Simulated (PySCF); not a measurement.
**Two-component Hartree-Fock for Co(3+) (cobalt, charge +3)**

Start: [Ar] 3d6; 3d3/2 filled at m_j = -3/2, -1/2, +1/2, +3/2; 3d5/2 filled at m_j = +3/2, +5/2. Calculated with PySCF 2.14 in x2c-TZVPPall-2c (6s7p4d2f1g, 70 functions): generalised Hartree-Fock with the X2C-1e Hamiltonian and a Gaussian nucleus; one run each with spin-orbit coupling (SO) switched off, then screened by Boettger's factors.

```tsv
spinor shell	electrons	ε, spin-free (eV)	ε, screened SO (eV)	weight of nominal j (screened SO)	rms radius, screened SO (bohr)
1s1/2	2	-7815.6	-7815.5	1.000	0.0649
2s1/2	2	-1004.4	-1004.4	1.000	0.276
2p1/2	2	-862.06	-872.72	0.987	0.247
2p3/2	4	-862.06	-856.81	0.993	0.249
3s1/2	2	-163.93	-163.91	1.000	0.825
3p3/2	4	-120.25	-119.36	0.829	0.876
3p1/2	2	-120.25	-122.05	0.658	0.872
3d3/2	4	-57.219	-56.849	0.662	1.03
3d5/2	2	-57.219	-57.968	0.894	1.03
```

```csv
quantity,spin-free,screened SO
E (hartree),-1389.88186,-1389.91028
M_J,4,4
⟨J²⟩,20.005,20.005
⟨L²⟩,6.002,6.013
⟨S²⟩,6.003,5.998
```

Each row is a mean over spinors that exchange with the open shell spreads, by up to 17.195 eV (3p3/2).

Rows whose weight is well below 1 are mixtures of j = l ± 1/2: exchange outweighs spin-orbit coupling there, and the label is only the starting occupation.

Without spin-orbit coupling the j labels of p, d and f shells carry no meaning; the spin-free column gives the mean over the occupied spinors of each nl shell.
